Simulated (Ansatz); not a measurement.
Z-matrix (Å, degrees):
```
C
Sn 1 2.140
H 1 1.090 2 110.2
H 1 1.089 2 109.0 3 120.3
H 1 1.090 2 109.2 3 -120.0
N 2 2.102 1 109.2 3 -169.4
Si 2 2.473 1 126.7 3 -124.9
H 2 1.716 1 110.3 3 68.4
H 6 1.006 2 138.9 1 -83.1
H 7 1.492 2 120.7 1 173.0
H 7 1.490 2 123.7 1 27.0
```

Total charge 0; spin multiplicity 1. Sn takes the def2 core potential.

Q: List the ωB97M-V/def2-TZVPP orbital energies in eV (Ansatz 0.2.0). (Estimate.)

A: Computed: Occupied: -1807.24, -393.52, -281.33, -148.23, -142.58, -102.40, -102.32, -102.31, -97.21, -97.11, -97.08, -30.89, -30.75, -30.74, -30.64, -30.62, -25.09, -22.00, -17.76, -15.80, -14.21, -13.86, -13.76, -12.44, -11.03, -10.67, -9.28, -8.49. Lowest empty: 0.63, 1.29, 1.83, 2.61, 3.03, 3.44, 3.55, 3.85.
